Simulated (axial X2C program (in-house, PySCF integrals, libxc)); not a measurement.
Outer orbitals of SrSi at 2.923 Å, HF

Computed with an in-house relativistic program for diatomic molecules. Spin-free means the one-electron spin-free X2C Hamiltonian; two-component (2c) means X2C with spin–orbit coupling and atomic mean-field two-electron Coulomb and Gaunt terms, so the difference of the two also holds small scalar two-electron terms. Basis: Sr dyall-cv3z [13s12p8d5f1g], Si dyall-v3z [8s7p2d1f] (cores contracted in-house); Gaussian nuclei, density fitting, unrestricted open shells. Masses: Sr 87.906 u, Si 27.977 u.

The distance is close to the 2c PBE0 minimum; the highest filled and lowest empty levels are listed.

Spin-free orbitals, state M_S = 2, Λ = 0 (beyond evenly filled blocks: 2 × σα, π+α, π-α) (Löwdin shares):

```tsv
symmetry	occupied	ε (eV)	atomic character
σα	yes	-30.47	98% Sr p
π-α	yes	-30.34	100% Sr p
π+α	yes	-30.34	100% Sr p
π-β	yes	-30.15	100% Sr p
π+β	yes	-30.15	100% Sr p
σβ	yes	-29.95	98% Sr p
σα	yes	-16.76	76% Si s, 10% Sr p, 6% Sr d
σβ	yes	-10.99	75% Si s, 10% Sr p, 6% Sr d
σα	yes	-8.16	76% Si p, 14% Sr s, 5% Sr d
π-α	yes	-7.18	82% Si p, 8% Sr d, 6% Sr p
π+α	yes	-7.18	82% Si p, 8% Sr d, 6% Sr p
σα	yes	-5.37	62% Sr s, 27% Sr p, 6% Si p
σβ	no	-0.16	78% Sr s, 15% Sr p, 4% Si p
π-α	no	0.16	91% Sr p, 6% Sr d, 2% Si p
π+α	no	0.16	91% Sr p, 6% Sr d, 2% Si p
π+β	no	0.56	95% Sr p, 5% Si p
π-β	no	0.56	95% Sr p, 5% Si p
```

Spinors with spin–orbit coupling (state Ω = 2):

```tsv
ω	occupied	ε (eV)	atomic character	λ mixture
1/2	yes	-31.09	99% Sr p	54% π, 46% σ
-1/2	yes	-31.05	100% Sr p	78% π, 22% σ
1/2	yes	-29.92	99% Sr p	54% σ, 46% π
3/2	yes	-29.91	100% Sr p	100% π
-3/2	yes	-29.72	100% Sr p	100% π
-1/2	yes	-29.63	99% Sr p	78% σ, 22% π
1/2	yes	-16.76	76% Si s, 10% Sr p, 6% Sr d	100% σ
-1/2	yes	-10.99	75% Si s, 10% Sr p, 6% Sr d	100% σ
1/2	yes	-8.16	76% Si p, 14% Sr s, 5% Sr d	100% σ
-1/2	yes	-7.19	82% Si p, 8% Sr d, 6% Sr p	100% π
3/2	yes	-7.16	82% Si p, 9% Sr d, 6% Sr p	100% π
1/2	yes	-5.37	62% Sr s, 27% Sr p, 6% Si p	100% σ
-1/2	no	-0.16	78% Sr s, 15% Sr p, 4% Si p	100% σ
-1/2	no	0.15	91% Sr p, 6% Sr d, 2% Si p	100% π
3/2	no	0.16	92% Sr p, 6% Sr d	100% π
1/2	no	0.56	95% Sr p, 5% Si p	100% π
-3/2	no	0.57	95% Sr p, 5% Si p	100% π
```

Mulliken charges and populations of the two-component result (they depend on the basis, above all on diffuse functions):

Sr 0.59 e (s 8.85 p 18.32 d 10.22 f 0.02), Si -0.59 e (s 5.92 p 8.65 d 0.02). ⟨Lz⟩ = 0.00 ħ and ⟨Sz⟩ = 2.00 ħ (0.67 and 1.33 on the two atoms), which add up to Ω.

The state is one determinant whose occupation by symmetry is held fixed; it was picked as the lowest of a PBE0 search that is not exhaustive. PBE0 can misorder states that lie within some tenths of an eV, so this need not be the ground state of the molecule. The nearest other spin-free determinant of the search, M_S = 0, Λ = 2, lies 0.58 eV up at the distance of the search. The spin of this state cannot come from the lowest atoms; the curve heads to a higher limit, and no De is given. With several unpaired electrons one determinant need not be a pure state. Open-shell Ω = 0 determinants with evenly filled partner blocks cannot be reached by this program, so the Ω shown need not be the lowest component.
